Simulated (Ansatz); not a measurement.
C4H5 (SMILES [CH-]=CC=C), charge -1, singlet, at a GFN2-xTB geometry (a gas-phase anion, which may not be bound at this level), with bond 7-3 at 1.25 times its length; Ansatz (a quantum-chemistry and plane-wave program) with B3LYP/6-31G*.

Input for Ansatz:
Ansatz 0.2 input:
```yaml
crystal:
  periodic: [false, false, false]
  atoms:
    - {symbol: C, position_ang: [0.68137789, 1.87285781, 0.01645036]}
    - {symbol: C, position_ang: [0.62598176, 0.50903898, 0.00361301]}
    - {symbol: C, position_ang: [-0.52715454, -0.34290368, -0.00222848]}
    - {symbol: C, position_ang: [-0.54674012, -1.68664814, -0.01494501]}
    - {symbol: H, position_ang: [-0.39015689, 2.28234825, 0.02242338]}
    - {symbol: H, position_ang: [1.58137865, -0.03936154, -0.00345242]}
    - {symbol: H, position_ang: [-1.73227585, 0.30151103, 0.00623449]}
    - {symbol: H, position_ang: [0.36643243, -2.26759445, -0.02223715]}
    - {symbol: H, position_ang: [-1.46719257, -2.26209020, -0.01861500]}
basis:
  gaussian:
    orbitals: 6-31G*
hamiltonian:
  xc: b3lyp
total_charge: -1
scf: {lower_state_search: standard}
magnetization: {spin_polarized: true}
```

Task: Write the output that Ansatz gives for this input, abridged.

Result: 
```
Functional definition: B3LYP
736 factors; integrals over basis functions are off by at most 1.7e-3 eV
mean field evaluation 1: about -4221.5896 eV, gradient 2.6e1 eV
mean field evaluation 2: about -4176.9649 eV, gradient 6.6e1 eV
mean field evaluation 4: about -4225.0871 eV, gradient 6.4e0 eV
mean field evaluation 8: about -4225.5443 eV, gradient 5.8e-1 eV
mean field evaluation 16: about -4225.5464 eV, gradient 4.0e-5 eV
mean field -4225.54635606 eV, -155.2859644070 hartree, gradient 4.0e-5 eV, S^2 0.000000; 1 other end points of the search recorded, 0 dependent functions left out
reference -4225.54657428 eV, -155.2859724265 hartree; 15, 15 occupied and 55, 55 virtual orbitals, 736 factors
Total energy: -4225.54657428 eV, -155.2859724265 hartree
```
